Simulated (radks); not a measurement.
Values are calculated unless marked as measured or tabulated.
All-electron atom: Ar II in [Ne] 3s2 3p5. Level of theory: scalar-relativistic Kohn-Sham, BLYP, spin-polarised, spherical densities, point nucleus; open shells are filled with parallel spins first (a radial shooting solver on a logarithmic mesh with Libxc functionals).

Local quantities along the radius. ELF = 1/(1 + alpha^2) is the electron localisation function; alpha = (tau - tau_W)/tau_unif compares the Pauli kinetic energy density with that of the uniform gas (summed over spins). tau is taken from the large components.

r (bohr)    ELF    alpha
0.005097  1.000  0.01268
0.005747  1.000  0.01303
0.006479  1.000  0.01346
0.007306  1.000  0.01397
0.008237  1.000  0.01458
0.009287  1.000  0.01532
0.01047   1.000  0.01621
0.01181   1.000  0.01728
0.01331   1.000  0.01860
0.01501   1.000  0.02020
0.01692   1.000  0.02220
0.01908   0.999  0.02469
0.02151   0.999  0.02786
0.02426   0.999  0.03193
0.02735   0.999  0.03724
0.03083   0.998  0.04430
0.03477   0.997  0.05388
0.0392    0.996  0.06715
0.0442    0.993  0.08597
0.04983   0.987   0.1133
0.05618   0.977   0.1540
0.06335   0.955   0.2160
0.07142   0.911   0.3116
0.08053   0.826   0.4597
0.0908    0.682   0.6832
0.1024    0.502   0.9959
0.1154    0.349    1.367
0.1312    0.259    1.692
0.1479    0.244    1.758
0.1668    0.294    1.550
0.188     0.406    1.209
0.212     0.557   0.8925
0.239     0.693   0.6659
0.2695    0.785   0.5237
0.3039    0.836   0.4434
0.3426    0.857   0.4085
0.3863    0.853   0.4155
0.4356    0.812   0.4808
0.4911    0.696   0.6604
0.5537    0.456    1.092
0.6243    0.208    1.953
0.7039    0.108    2.880
0.7936    0.122    2.677
0.8948    0.277    1.615
1.009     0.577   0.8560
1.138     0.783   0.5257
1.283     0.858   0.4072
1.446     0.874   0.3796
1.63      0.862   0.4003
1.838     0.825   0.4603
2.073     0.756   0.5681
2.337     0.641   0.7478
2.635     0.477    1.048
2.971     0.290    1.565
3.35      0.138    2.499
3.777     0.051    4.300
4.258     0.015    8.080
4.801     0.004    16.80
5.413     0.001    39.07

On this mesh the ELF has minima near r = 0.15, 0.70 bohr, which separate the shells, and maxima near 0.34 (0.86), 1.4 (0.87).
